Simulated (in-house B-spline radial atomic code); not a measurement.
Lu4+: [Xe] 4f13

Computed with a B-spline radial code for spherical atoms: Dirac-Kohn-Sham B3LYP, spherical fractional occupations, Fermi nucleus of rms radius 5.37 fm.

Screening seen three ways: the hydrogenic charge with the same mean radius, Z_r = [3n² - l(l+1)]/(2<r>), the one with the same energy, Z_e = n√(-2ε), and Slater's rules. Values are occupation-weighted means over j. An effective charge above Z reflects the relativistic contraction of the inner shells.

```
shell  electrons   ε (eV)  <r> (bohr)    Z_r    Z_e  Slater
   1s          2   -63306     0.01932  77.63  68.21   70.70
   2s          2   -10839     0.08124  73.86  56.45   66.85
   2p          6  -9599.4     0.07249  68.98  53.12   66.85
   3s          2  -2506.8      0.2121  63.65  40.72   59.75
   3p          6  -2128.4      0.2114  59.12  37.52   59.75
   3d         10  -1646.2      0.1925  54.55  33.00   49.85
   4s          2  -544.56      0.4775  50.26  25.31   43.25
   4p          6  -418.58       0.506  45.46  22.19   43.25
   4d         10  -246.88      0.5462  38.45  17.04   31.85
   5s          2  -108.42       1.147  32.69  14.11   14.20
   5p          6  -76.798       1.324  27.58  11.88   14.20
   4f         13   -60.08       0.681  26.43   8.41   20.80
```

The least bound orbital is 4f7/2 at -59.38 eV, while the most diffuse is 5p3/2 (<r> = 1.354 bohr against 0.6857 bohr): energy order and size order differ.

Spin-orbit splittings of the orbital energies (j = l + 1/2 above j = l - 1/2 when positive): 2p 1118 eV, 3p 239.3 eV, 3d 52.13 eV, 4p 54.78 eV, 4d 10.08 eV, 5p 7.817 eV, 4f 1.641 eV.

For the 1s electron the small component carries 7.11 % of the norm, the zero-frequency Breit interaction raises the level by 212.2 eV, self-energy by 130.9 eV, and vacuum polarisation lowers it by 23.67 eV.

The density falls to 0.001 bohr⁻³ at 2.911 bohr; Σ<r²> = 29.141 bohr² gives, by the non-relativistic formula and without the paramagnetism of open shells, a Langevin diamagnetic susceptibility of -23.08×10⁻⁶ cm³/mol.

Caution: exact exchange at fractional occupations of open shells leaves self-interaction of up to several eV.
